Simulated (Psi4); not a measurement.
Psi4 input (wB97X-D/6-31G*):

```
memory 1500 MB

molecule {
-1 1
S    -0.25938400    1.85037200   -0.10286500
B    -0.02007600    0.14321800   -0.00796200
S     1.69434800   -0.60639400   -0.13030600
S    -1.46499800   -1.02972500    0.22126000
H     1.42259800   -1.92037000   -0.01079300
H    -0.84167600   -2.22376600    0.24117100
symmetry c1
no_reorient
no_com
}

set {
  basis 6-31G*
  reference rks
  scf_type pk
  dft_radial_points 99
  dft_spherical_points 590
  e_convergence 1e-8
  d_convergence 1e-7
  maxiter 150
}

e = energy('wb97x-d')
print_out(f'\nFINAL {e:.10f} DIPOLE {variable("CURRENT DIPOLE")[0]:.6f} {variable("CURRENT DIPOLE")[1]:.6f} {variable("CURRENT DIPOLE")[2]:.6f}\n')
```

From the output:

```
      53A      1.015794    54A      1.023575    55A      1.024494
      56A      1.041038    57A      1.090753    58A      1.119942
      59A      1.143116    60A      1.190299    61A      1.201129
      62A      1.208767    63A      1.289234    64A      1.383578
      65A      1.393356    66A      1.408770    67A      1.427746
      68A      1.683685    69A      1.759038    70A      1.971788
      71A      2.075749    72A      2.153690    73A      3.719444
      74A      4.179851    75A      4.188236    76A      4.285236

    Final Occupation by Irrep:
              A
    DOCC [    28 ]
    NA   [    28 ]
    NB   [    28 ]

  @RKS Final Energy: -1220.70254500941519

   => Energetics <=

    Nuclear Repulsion Energy =            222.8198467054876062
    One-Electron Energy =               -2139.8402446507029708
    Two-Electron Energy =                 755.9339371704941186
    DFT Exchange-Correlation Energy =     -59.6146015593998939
    Empirical Dispersion Energy =          -0.0014826752941372
    VV10 Nonlocal Energy =                  0.0000000000000000
    Total Energy =                      -1220.7025450094151893

Computation Completed

Properties will be evaluated at   0.000000,   0.000000,   0.000000 [a0]

Properties computed using the SCF density matrix

 Multipole Moments:

 ------------------------------------------------------------------------------------
     Multipole            Electronic (a.u.)      Nuclear  (a.u.)        Total (a.u.)
 ------------------------------------------------------------------------------------

 L = 1.  Multiply by 2.5417464519 to convert [e a0] to [Debye]
 Dipole X            :          0.2785958           -0.0000038            0.2785920
 Dipole Y            :         -1.9873956            0.0000038           -1.9873918
 Dipole Z            :          0.1104972           -0.0000151            0.1104821
 Magnitude           :                                                    2.0098622

 ------------------------------------------------------------------------------------

FINAL -1220.7025450094 DIPOLE 0.278592 -1.987392 0.110482

*** Psi4 exiting successfully. Buy a developer a beer!
```

The dipole moment of an ion depends on the origin.

The geometry given is a B3LYP-D3(BJ)/def2-TZVP minimum.
